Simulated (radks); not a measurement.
Ce4+, configuration [Xe] (the NIST ground configuration).

Method: scalar-relativistic Kohn-Sham, PBEsol, spin-polarised, spherical densities, finite nucleus; Fermi nuclear charge, rms radius 4.8771 fm; computed with a radial shooting solver on a logarithmic mesh with Libxc functionals.

Energy parts (Ry):
part                       energy
total                 -17707.9132
kinetic                18766.3584
electron-nucleus      -42726.3279
Hartree                 6660.8190
exchange-correlation    -408.7627

Orbitals (lengths in bohr, moments of r in powers of bohr; r(90%) holds 90 % of the orbital's charge):
\begin{tabular}{lrrr}
orbital & occ. & eigenvalue (Ry) & r(90%) \\ \hline
1s & 2 & -2961.406 & 0.0443 \\
2s & 2 & -476.9743 & 0.163 \\
2p & 6 & -427.6060 & 0.150 \\
3s & 2 & -105.3592 & 0.409 \\
3p & 6 & -89.65672 & 0.415 \\
3d & 10 & -67.32309 & 0.397 \\
4s & 2 & -23.90294 & 0.912 \\
4p & 6 & -18.75457 & 0.976 \\
4d & 10 & -11.33507 & 1.10 \\
5s & 2 & -5.80055 & 2.08 \\
5p & 6 & -4.41645 & 2.35 \\
\end{tabular}

The highest occupied level is 5p at -60.089 eV. Summed over all electrons, <r^2> = 34.71 bohr^2, which gives a Langevin (diamagnetic) susceptibility term of -27.5 x 10^-6 cm^3/mol.
